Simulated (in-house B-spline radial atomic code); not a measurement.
A calculation on the zinc ion Zn³⁺: its settings, and results tabulated from the run. Computed with a B-spline radial code for spherical atoms: Dirac-Kohn-Sham OLYP, spherical fractional occupations, Fermi nucleus of rms radius 3.9283 fm.

Command:
```bash
python run_scf.py task.json out
```
Settings (nuclear radius in fm, mass in u):
```
Z                30
configuration    [Ar] 3d9
hamiltonian      dirac
method           optx,lyp
spin_polarised   False
nucleus          fermi
rms_radius       3.9283
atomic_mass      63.92914
speed_of_light   137.035999084
```

Output (hartree, bohr):
```
 radial grid: 68 intervals, B-splines of order 8, outer radius 18.6486 bohr

 iter        energy (Eh)    residual
    1       -1784.119703    4.64e-01
    2       -1784.634917    6.95e-01
    3       -1794.273697    5.65e-02
    4       -1794.329277    2.58e-02
    5       -1794.333547    9.83e-03
    6       -1794.334841    6.32e-03
    7       -1794.335834    6.15e-04
    8       -1794.335843    1.64e-05
    9       -1794.335844    5.32e-07
   10       -1794.335844    1.86e-08

 total energy                     -1794.33584
 kinetic                            1827.7711
 electron-nucleus                  -4287.7883
 Hartree                             736.9990
 exchange-correlation                -71.3177

 first-order corrections (not in the total)
   Gaunt                             0.8396
   retardation                      -0.0772
   frequency dependence             -0.0026
   self-energy                       0.5602
   Uehling                          -0.0515
   Wichmann-Kroll                    0.0004
   recoil                            0.0115

 orbital      occ     eigenvalue          <r>       <r^2>       <1/r>       r_max    small
 1s1/2      2.000      -351.4823     0.050313  0.00340588     30.2218     0.03291  1.17e-02
 2s1/2      2.000       -44.1628     0.225883   0.0602588     6.62338      0.1893  2.24e-03
 2p1/2      2.000       -39.0872     0.195853   0.0471323     6.57889      0.1502  2.23e-03
 2p3/2      4.000       -38.2100      0.19926   0.0486549     6.42185       0.153  2.19e-03
 3s1/2      2.000        -6.2998     0.676997    0.528844     2.10614      0.5874  5.03e-04
 3p1/2      2.000        -4.6848     0.698538    0.574526     1.97838      0.5856  4.56e-04
 3p3/2      4.000        -4.5705     0.708689    0.591221     1.94124      0.5937  4.46e-04
 3d3/2      3.600        -1.8805     0.813313     0.84545     1.61225       0.557  3.26e-04
 3d5/2      5.400        -1.8659     0.818182    0.855701     1.60241      0.5598  3.23e-04
```

Cost of the run: 1.6 s on 1 thread of Intel(R) Xeon(R) Platinum 8488C, on a shared host.

For the Dirac Hamiltonian the kinetic term is c α·p + (β - 1)c².
